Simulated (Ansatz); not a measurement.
The same path of C₂H₉ClSiSn (14 atoms, charge 0, multiplicity 1) was run twice with different band settings. The coordinate that changes most is the dihedral Cl4–Si3–Sn5–H12.

Theory: RKS PBE-D4/def2-SVP in Ansatz.

Relaxed end points:

```xyz
14
Properties=species:S:1:pos:R:3
C -0.422 1.129 1.510
C -0.004 -0.344 1.430
Si -0.337 -1.169 -0.241
Cl -2.404 -1.058 -0.630
Sn 0.842 0.013 -2.219
H -1.500 1.250 1.283
H 0.139 1.756 0.786
H -0.241 1.549 2.520
H -0.538 -0.950 2.196
H 1.082 -0.471 1.640
H 0.027 -2.629 -0.182
H 2.563 0.028 -2.020
H 0.306 1.652 -2.340
H 0.474 -0.784 -3.706
```

```xyz
14
Properties=species:S:1:pos:R:3
C -1.305 1.060 0.958
C -0.323 -0.017 1.435
Si 0.262 -1.208 0.085
Cl -1.426 -2.181 -0.714
Sn 1.426 -0.021 -1.899
H -2.205 0.603 0.500
H -0.849 1.723 0.193
H -1.643 1.704 1.795
H -0.776 -0.641 2.236
H 0.592 0.437 1.879
H 1.148 -2.271 0.680
H 1.904 -1.175 -3.093
H 2.835 0.848 -1.388
H 0.347 1.110 -2.637
```

Common settings: movable images 9; climbing image yes; spring 5.0 eV/Å²; start path IDPP; force threshold 0.05 eV/Å; end points relaxed.

| run | optimiser | iteration limit | largest step |
| --- | --- | --- | --- |
| 1 | quadratic models (default) | 48 | default |
| 2 | lbfgs | 60 | 0.02 Å |

**Question.** What does each run give, and how far can it be trusted?

**Answer.** Run 1: converged after 7 iterations, highest image 0.023 eV above the first end. A vibrational analysis at the climbing image gives one clearly imaginary mode, 60i cm⁻¹: a first-order saddle point.
Run 2: converged after 18 iterations, highest image 0.024 eV above the first end. Another band between the same ends (9 images) ends at a top of the same energy, where a vibrational analysis finds 1 clearly imaginary mode.
